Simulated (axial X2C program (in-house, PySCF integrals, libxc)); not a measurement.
**What spin–orbit coupling does to InN**

Calculated with an in-house relativistic program for diatomic molecules. Spin-free means the one-electron spin-free X2C Hamiltonian; two-component (2c) means X2C with spin–orbit coupling and atomic mean-field two-electron Coulomb and Gaunt terms, so the difference of the two also holds small scalar two-electron terms. Basis: In dyall-cv3z [11s12p9d4f1g], N dyall-av3z [7s7p3d2f] (cores contracted in-house); Gaussian nuclei, density fitting, unrestricted open shells. Masses: In 114.904 u, N 14.003 u.

Spin-free state: M_S = 1, Λ = 0 (beyond evenly filled blocks: π+α, π-α); fragments In + N.

```
level  Re (Å)  ωe (cm⁻¹)  De (eV)  μ (D)
 PBE0   2.210      445.5    1.913  -2.52
PBE50   2.182      471.5    1.655  -2.46
```

Dipoles are positive if N is the positive end.

Two-component determinant lowest at the distance of the search:

Ω = 1 (⟨Sz⟩ = 1.00, ⟨Lz⟩ = 0.00 at PBE0); fragments In + N.

| level | Re (Å) | ωe (cm⁻¹) | μ (D) |
| --- | --- | --- | --- |
| PBE0 | 2.210 | 444.9 | -2.51 |
| PBE50 | 2.181 | 470.9 | -2.45 |

**Question.** From the two tables, how do the constants change at the PBE0 level (2c against spin-free)?

**Answer.** At the PBE0 level Re is unchanged within 0.001 Å and ωe goes down by 0.6 cm⁻¹.

The state is one determinant whose occupation by symmetry is held fixed; it was picked as the lowest of a PBE0 search that is not exhaustive. Dissociation energies refer to the lowest single-determinant-based atoms at the same level and basis. De is not given where an atomic determinant may have missed its ground term or J level, or where the truncated virtual space spoils (T). Density functionals use the spin component along the axis (collinear). PBE0 can misorder states that lie within some tenths of an eV, so this need not be the ground state of the molecule. The nearest other spin-free determinant of the search, M_S = 1, Λ = 1, lies 0.46 eV up at the distance of the search. Without a current term, density functionals place determinants with orbital angular momentum somewhat too high. With several unpaired electrons one determinant need not be a pure state. Open-shell Ω = 0 determinants with evenly filled partner blocks cannot be reached by this program, so the Ω shown need not be the lowest component. This is the Ω = 1 component of a π² triplet; the 0⁺ component is not one determinant and can lie lowest.
